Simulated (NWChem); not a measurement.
System: H$_{2}$Se$_{2}$O; SMILES O[Se][SeH]

The following NWChem deck was run.

```
start job
memory heap 200 mb stack 900 mb global 1100 mb
geometry units angstroms noautosym nocenter noautoz
  Se     0.379680    -0.935820     0.001143
  O     -1.254840    -1.700609     0.067472
  H     -1.577899    -1.747965    -0.842638
  Se    -0.058742     1.332380    -0.041201
  H     -0.180332     1.530936     1.417230
end
basis spherical
  Se library def2-svp
  O library def2-svp
  H library def2-svp
end
dft
  xc b3lyp
  iterations 150
end
property
  efieldgrad
end
task dft property
```

Parts of the log:

```
             Northwest Computational Chemistry Package (NWChem) 7.3.0
             --------------------------------------------------------

                             Geometry "geometry" -> ""
                             -------------------------

 Output coordinates in angstroms (scale by  1.889725989 to convert to a.u.)

  No.       Tag          Charge          X              Y              Z
 ---- ---------------- ---------- -------------- -------------- --------------
    1 Se                  34.0000     0.37968000    -0.93582000     0.00114300
    2 O                    8.0000    -1.25484000    -1.70060900     0.06747200
    3 H                    1.0000    -1.57789900    -1.74796500    -0.84263800
    4 Se                  34.0000    -0.05874200     1.33238000    -0.04120100
    5 H                    1.0000    -0.18033200     1.53093600     1.41723000

 Effective nuclear repulsion energy (a.u.)     425.6196391890

                              NWChem Property Module
                              ----------------------

  itol2e modified to match energy
  convergence criterion.

                                 NWChem DFT Module
                                 -----------------

 Summary of "ao basis" -> "ao basis" (spherical)
 ------------------------------------------------------------------------------
       Tag                 Description            Shells   Functions and Types
 ---------------- ------------------------------  ------  ---------------------
 Se                         def2-svp                12       32   5s4p3d
 O                          def2-svp                 6       14   3s2p1d
 H                          def2-svp                 3        5   2s1p

  itol2e modified to match energy
  convergence criterion.

            General Information
            -------------------
          SCF calculation type: DFT
          Wavefunction type:  closed shell.
          No. of atoms     :     5
          No. of electrons :    78
           Alpha electrons :    39
            Beta electrons :    39
          Charge           :     0
          Spin multiplicity:     1
          Use of symmetry is: off; symmetry adaption is: off
          Maximum number of iterations: 150
          AO basis - number of functions:    88
                     number of shells:    36
          Convergence on energy requested:  1.00D-07
          Convergence on density requested:  1.00D-05
          Convergence on gradient requested:  5.00D-04

[...]

          -----------------------
          Electric field gradient
          -----------------------

 1 a.u. = 0.324123 10**(16) esu/cm**3  ( or statvolts/cm**2 ) = 0.97174 10**(22) v/m**2

 ------------------------------------------------------------
   Atom      X         Y         Z
 ------------------------------------------------------------
    1 Se   0.71749  -1.76844   0.00216
 ------------------------------------------------------------

 Electric field gradient in molecular frame (a.u.)
         XX             YY             ZZ             XY             XZ             YZ
 ------------------------------------------------------------------------------------------
       -4.045639      -4.029289       8.074928      -1.717751       0.191871       0.032913

 Principal components (a.u.) and orientation
 of principal axis w.r.t. absolute frame                      Asymmetry parameter eta
 --------------------------------------------------------------------------------------
        8.077968      -5.757068      -2.320900                       0.425375

        0.015756       0.709005      -0.705027
        0.000483       0.705109       0.709098
        0.999876      -0.011513       0.010767

 ------------------------------------------------------------
   Atom      X         Y         Z
 ------------------------------------------------------------
    2 O   -2.37130  -3.21369   0.12750
 ------------------------------------------------------------

 Electric field gradient in molecular frame (a.u.)
         XX             YY             ZZ             XY             XZ             YZ
 ------------------------------------------------------------------------------------------
       -0.727364       1.073218      -0.345854      -1.137247      -0.660309      -0.025986

 Principal components (a.u.) and orientation
 of principal axis w.r.t. absolute frame                      Asymmetry parameter eta
 --------------------------------------------------------------------------------------
        1.660485      -1.580137      -0.080348                       0.903224

       -0.456881       0.820788      -0.342881
        0.878603       0.356169      -0.318120
        0.138985       0.446599       0.883874

 ------------------------------------------------------------
   Atom      X         Y         Z
 ------------------------------------------------------------
    3 H   -2.98180  -3.30317  -1.59235
 ------------------------------------------------------------

 Electric field gradient in molecular frame (a.u.)
         XX             YY             ZZ             XY             XZ             YZ
 ------------------------------------------------------------------------------------------
        0.133178       0.239852      -0.373029      -0.034308      -0.210383      -0.026918

 Principal components (a.u.) and orientation
 of principal axis w.r.t. absolute frame                      Asymmetry parameter eta
 --------------------------------------------------------------------------------------
       -0.451031       0.253784       0.197247                       0.125350

        0.341111      -0.448298       0.826240
        0.053504       0.886791       0.459062
        0.938499       0.112384      -0.326480

 ------------------------------------------------------------
   Atom      X         Y         Z
 ------------------------------------------------------------
    4 Se  -0.11101   2.51783  -0.07786
 ------------------------------------------------------------

[...]
```

Level: B3LYP/def2-SVP. All runs use the structure optimised with PBE0/def2-SVP. NWChem prints the field gradient with the sign opposite to the second derivative of the potential.
